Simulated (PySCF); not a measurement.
**Worked example: chemical shift, span and skew from a shielding tensor**

GeH₇NSi, SMILES [GeH3][NH][SiH3]. Atoms are numbered in the order given.

```xyz
10

Si     2.0616     0.2725     0.2463
N      0.6170    -0.3211    -0.5183
Ge    -1.1417    -0.0676    -0.0086
H      3.1603    -0.7328     0.1237
H      2.5810     1.5567    -0.3244
H      1.7445     0.5067     1.6841
H      0.7258    -0.7133    -1.4512
H     -1.9403    -1.3378    -0.3706
H     -1.7873     1.1471    -0.7186
H     -1.1300     0.1675     1.5123
```

The structure is a stationary point at B3LYP-D3(BJ)/def2-SVP. This is a generated structure with no PubChem entry under its InChIKey; it may be hypothetical.

GIAO shieldings from PySCF with PBE/pcSseg-1, non-relativistic, no solvent. The symmetric part of the tensor of N2 has the principal values 241.4, 247.3, 314.0 ppm. The same nucleus in NH3 has σ = 267.0 ppm at this level (PySCF, at its B3LYP-D3(BJ)/def2-TZVP geometry).

### Question
Work out the isotropic shielding, the ¹⁵N shift against NH3, the span and the skew.

### Answer

σ(iso) = (σ11 + σ22 + σ33)/3 = 267.6 ppm. δ = σ(ref) − σ(iso) = 267.0 − (267.6) = -0.6 ppm.
Span Ω = σ33 − σ11 = 72.6 ppm. Skew κ = 3(σ(iso) − σ22)/Ω = 0.84. Tumbling in solution averages the tensor to δ; in a static solid the shielding alone would spread this spin-1/2 line over Ω.
